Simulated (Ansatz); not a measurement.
Which is lower?

The two ends of one reaction step of SiH6ClOF, singlet (PBE0-D4/def2-TZVP).

A:

```xyz
10
angstrom
Si -0.8630 0.9566 -0.5110
H 0.1507 -0.8655 2.4543
H -1.4326 1.7360 -1.6301
H -1.7280 -0.1409 -0.0503
Cl -0.5269 2.2711 1.0174
H 0.9825 -1.3657 -0.6050
O 0.5493 0.2353 -0.9752
H 0.4180 -1.3661 1.9679
F 1.1867 -2.2498 -0.3682
H 1.2634 0.7889 -1.2996
```

B:

```
atom    x (Å)    y (Å)    z (Å)
 Si1  -0.7521   0.9728   0.4205
  H2   0.4955   0.4380   1.0382
  H3  -0.4651   1.8485  -0.7297
  H4  -1.7678  -0.0708   0.2026
 Cl5  -1.5111   2.2119   1.8989
  H6   0.6158  -1.3894  -1.0818
  O7   0.1998  -0.6063  -1.4628
  H8   1.0337  -1.1744   1.0596
  F9   1.3073  -1.9982   0.7230
 H10   0.8442  -0.2322  -2.0684
```

Program: Ansatz 0.2.0. Basis: def2-TZVPP. Cores are frozen in the correlated methods. B3LYP uses VWN-RPA correlation.

(1) Which structure is lower at CCSD(T), and by how much? (An estimate is asked for; the value comes from the calculation.)

No T1 diagnostic of these runs exceeds 0.010.

Results:

(1) Computed: A, by 79.2 kJ/mol (electronic energy, against the other). By their contacts, A is a complex of SiH₃ClO ([OH][SiH2][Cl]) + HF + H₂ and B is a complex of SiH₃Cl ([SiH3][Cl]) + H₂O + HF.

All methods give the same order:

```csv
method,E(B) − E(A) (kJ/mol)
SPW92,63.6
PBE-D4,71.2
BLYP-D4,80.9
r2SCAN-D4,80.2
B97M-V,75.7
PBE0-D4,72.8
B3LYP-D4,81.2
r2SCAN0-D4,79.5
BHLYP-D4,82.5
CAM-B3LYP-D4,81.5
wB97X-V,78.0
wB97M-V,76.7
B2PLYP,82.3
PBE-QIDH,78.0
RPA on PBE,78.9
HF,86.7
MP2,85.4
CCSD,78.9
CCSD(T),79.2
```

Labels in which every atom is bracketed show which atoms are joined, not bond orders.

For scale, one of the runs: CCSD(T)/def2-TZVPP, 230 basis functions, launched by `ansatz run in.yaml --threads 4 --pin off --events-out ev --progress --plain --max-ram 9574MiB`. Hardware: 4 CPU threads of an Arm Neoverse V2, shared host. Wall time 91 s; peak host memory 3.9 GiB.
